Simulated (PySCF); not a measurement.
Run record for 3-bromo-2-methylpropene, `C=C(C)CBr`: PBE/pcSseg-0, fitting basis def2-qzvpp-jkfit, start guess atom, TDA, 1 singlet.

Method: TDA PBE/pcSseg-0, vertical, gas phase, core orbitals frozen in the response (PySCF 2.14.0, density-fitted response routines). Geometry: GFN2-xTB. The input is one job of a driver script: a line of settings, then coordinates in Å.

Command:
```bash
OMP_NUM_THREADS=1 python probes_run.py task.json out
```

Input:
```
{"job": {"kind": "uv", "xc": "PBE", "basis": "pcSseg-0", "nstates": 1, "ntriplets": 0, "tda": true, "scf": {"aux": "def2-qzvpp-jkfit", "guess": "atom"}}, "charge": 0, "multiplicity": 1}
C     -0.165175     1.524654     0.350724
C     -0.063340     0.252850    -0.005470
C     -1.210246    -0.707290     0.023091
C      1.239285    -0.319972    -0.453490
Br     1.988830    -1.514892     0.929286
H     -1.100590     1.947848     0.673474
H      0.678986     2.193283     0.331109
H     -0.974293    -1.556562     0.664851
H     -2.110045    -0.227177     0.396367
H     -1.405743    -1.091428    -0.978388
H      1.994629     0.445234    -0.620134
H      1.128900    -0.947234    -1.337448
```

Q: What does the run print?

A: 
```
final grid: 95512 points
cycle   1  E = -2726.6532266198  dE =  1.077e+00  |g| = 1.111e+00  |ddm| = 3.844e+00
cycle   2  E = -2726.2811599779  dE =  3.721e-01  |g| = 1.490e+00  |ddm| = 3.529e+00
cycle   3  E = -2726.9740738211  dE = -6.929e-01  |g| = 1.559e-01  |ddm| = 2.740e+00
cycle   4  E = -2726.9798932094  dE = -5.819e-03  |g| = 8.843e-02  |ddm| = 4.494e-01
cycle   5  E = -2726.9818999077  dE = -2.007e-03  |g| = 3.334e-02  |ddm| = 1.458e-01
cycle   6  E = -2726.9821508962  dE = -2.510e-04  |g| = 1.196e-02  |ddm| = 4.628e-02
cycle   7  E = -2726.9821874822  dE = -3.659e-05  |g| = 3.339e-03  |ddm| = 1.577e-02
cycle   8  E = -2726.9821905691  dE = -3.087e-06  |g| = 4.668e-04  |ddm| = 4.891e-03
cycle   9  E = -2726.9821906192  dE = -5.006e-08  |g| = 1.757e-04  |ddm| = 8.007e-04
cycle  10  E = -2726.9821906271  dE = -7.928e-09  |g| = 1.651e-05  |ddm| = 2.699e-04
cycle  11  E = -2726.9821906272  dE = -1.073e-10  |g| = 2.215e-06  |ddm| = 5.327e-05
converged SCF energy = -2726.9821906272

Static polarisability (au): isotropic 51.872, principal 38.561 47.326 69.729

Singlet excitations
state   eV       nm        f      main configurations
  1   5.0552    245.3   0.00174   H->L 0.67, H-1->L 0.25
```

H and L stand for HOMO and LUMO; the number after each pair is its weight.

Q: Give the mean polarisability as a volume in Å³, and the ratio of the largest to the smallest principal value.

A: 51.872 au × 0.148185 = 7.69 Å³; 69.729/38.561 = 1.81.

Q: Give S1 in cm⁻¹ and kJ/mol.

A: 5.0552 eV × 8065.54 = 40773 cm⁻¹; × 96.485 = 487.8 kJ/mol.

In short: SCF converged in 11 cycles with 75 basis and 692 fitting functions; HOMO -6.27 eV, LUMO -1.54 eV; lowest singlet 5.06 eV; mean polarisability 51.9 au.

 Relativistic effects, spin–orbit coupling among them, are left out although an element past zinc is present.

The run took 5.9 s on an Arm Neoverse V1 with one thread, no GPU, shared host with 32 logical CPUs at a one-minute load of 21, and the process peaked at 0.38 GiB of memory.

The values belong to the conformer `[CH2:1]=[C:2]([CH3:3])[CH2:4][Br:5]`: C1–C2–C4–Br5 107°.
